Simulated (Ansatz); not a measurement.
`[SiH3]C[SiH2][TeH]` → `C[SiH2][Te][SiH3]`  (isomerisation)

Isolated molecules relaxed with PBE0-D4/def2-TZVP in Ansatz; ΔE leaves out vibrations. CCSD(T)/CBS adds triple-zeta CCSD(T) − MP2 to the extrapolated MP2 energy (def2 sets, frozen cores). Functionals use def2-TZVPP. B3LYP here is the variant with VWN-RPA as its local correlation; programs differ in this. def2 core potentials past Kr. For Te outer-core shells are correlated without core-valence functions, which leaves a few kJ/mol of doubt a bond. Each species was taken in one conformer, which may not be the lowest.

```json
{"level": "PBE-D4", "ΔE (kJ/mol)": "-64.0", "difference from CCSD(T)/CBS": "-2.3"}
{"level": "r2SCAN-D4", "ΔE (kJ/mol)": "-63.4", "difference from CCSD(T)/CBS": "-1.7"}
{"level": "PBE0-D4", "ΔE (kJ/mol)": "-64.4", "difference from CCSD(T)/CBS": "-2.7"}
{"level": "B3LYP-D4", "ΔE (kJ/mol)": "-60.7", "difference from CCSD(T)/CBS": "1.0"}
{"level": "ωB97X-V", "ΔE (kJ/mol)": "-58.9", "difference from CCSD(T)/CBS": "2.8"}
{"level": "ωB97M-V", "ΔE (kJ/mol)": "-57.8", "difference from CCSD(T)/CBS": "3.9"}
{"level": "B2PLYP", "ΔE (kJ/mol)": "-62.2", "difference from CCSD(T)/CBS": "-0.5"}
{"level": "PBE", "ΔE (kJ/mol)": "-65.0", "difference from CCSD(T)/CBS": "-3.3"}
{"level": "r2SCAN", "ΔE (kJ/mol)": "-63.6", "difference from CCSD(T)/CBS": "-1.9"}
{"level": "PBE0", "ΔE (kJ/mol)": "-65.3", "difference from CCSD(T)/CBS": "-3.6"}
{"level": "B3LYP", "ΔE (kJ/mol)": "-62.4", "difference from CCSD(T)/CBS": "-0.7"}
{"level": "HF/def2-TZVPP", "ΔE (kJ/mol)": "-63.1", "difference from CCSD(T)/CBS": "-1.4"}
{"level": "MP2/def2-TZVPP", "ΔE (kJ/mol)": "-63.6", "difference from CCSD(T)/CBS": "-1.9"}
{"level": "SCS-MP2/def2-TZVPP", "ΔE (kJ/mol)": "-60.7", "difference from CCSD(T)/CBS": "1.0"}
{"level": "CCSD/def2-TZVPP", "ΔE (kJ/mol)": "-56.8", "difference from CCSD(T)/CBS": "4.9"}
{"level": "CCSD(T)/def2-TZVPP", "ΔE (kJ/mol)": "-57.1", "difference from CCSD(T)/CBS": "4.6"}
{"level": "HF/def2-QZVPP", "ΔE (kJ/mol)": "-63.0", "difference from CCSD(T)/CBS": "-1.3"}
{"level": "MP2/def2-QZVPP", "ΔE (kJ/mol)": "-66.2", "difference from CCSD(T)/CBS": "-4.5"}
{"level": "SCS-MP2/def2-QZVPP", "ΔE (kJ/mol)": "-63.1", "difference from CCSD(T)/CBS": "-1.4"}
{"level": "HF/CBS(def2)", "ΔE (kJ/mol)": "-62.9", "difference from CCSD(T)/CBS": "-1.2"}
{"level": "MP2/CBS(def2)", "ΔE (kJ/mol)": "-68.1", "difference from CCSD(T)/CBS": "-6.4"}
{"level": "CCSD/CBS(def2)", "ΔE (kJ/mol)": "-61.3", "difference from CCSD(T)/CBS": "0.4"}
{"level": "CCSD(T)/CBS", "ΔE (kJ/mol)": "-61.7", "difference from CCSD(T)/CBS": "0"}
```

Largest T1 diagnostic among the species: 0.011.
